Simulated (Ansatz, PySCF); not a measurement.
System: MgF2, net charge -1, doublet state. 
Geometry from a B3LYP-D3(BJ)/def2-TZVP (Ansatz, a program for electronic structure) optimisation:
```xyz
3

Mg     0.5044     0.1125     0.0396
F     -0.5226     1.1300    -1.0757
F     -0.1500    -1.2800     1.0229
```
Charge -1, spin multiplicity 2.

Total electronic energies in hartree. Correlated levels leave the core frozen unless marked. UHF or UKS for open shells. No spin-orbit coupling. No relativistic terms. CBS(X,Y): correlation extrapolated as X^-3; Hartree-Fock from the larger set.

```json
[
 {"level": "HF/def2-TZVPPD", "program": "Ansatz", "energy (Eh)": "-398.72599"},
 {"level": "HF-D3(BJ)/def2-TZVPD", "program": "PySCF + dftd3", "energy (Eh)": "-398.73417"},
 {"level": "BLYP-D4/def2-TZVPD", "program": "Ansatz + dftd4", "energy (Eh)": "-400.02058"},
 {"level": "PBE0-D4/def2-TZVP", "program": "Ansatz + dftd4", "energy (Eh)": "-399.71611"},
 {"level": "TPSSh-D4/def2-TZVPD", "program": "PySCF + dftd4", "energy (Eh)": "-400.01749"},
 {"level": "MP2/def2-QZVPP", "program": "Ansatz", "energy (Eh)": "-399.35327"},
 {"level": "SCS-MP2/def2-QZVPPD", "program": "Ansatz", "energy (Eh)": "-399.34167"},
 {"level": "CCSD(T)/6-31G*", "program": "Ansatz", "energy (Eh)": "-398.99619"},
 {"level": "CCSD(T)/CBS(def2-TZVPPD,def2-QZVPPD)", "program": "Ansatz", "energy (Eh)": "-399.4029"}
]
```

Totals of different functionals don't rank their quality; only differences between species are comparable.
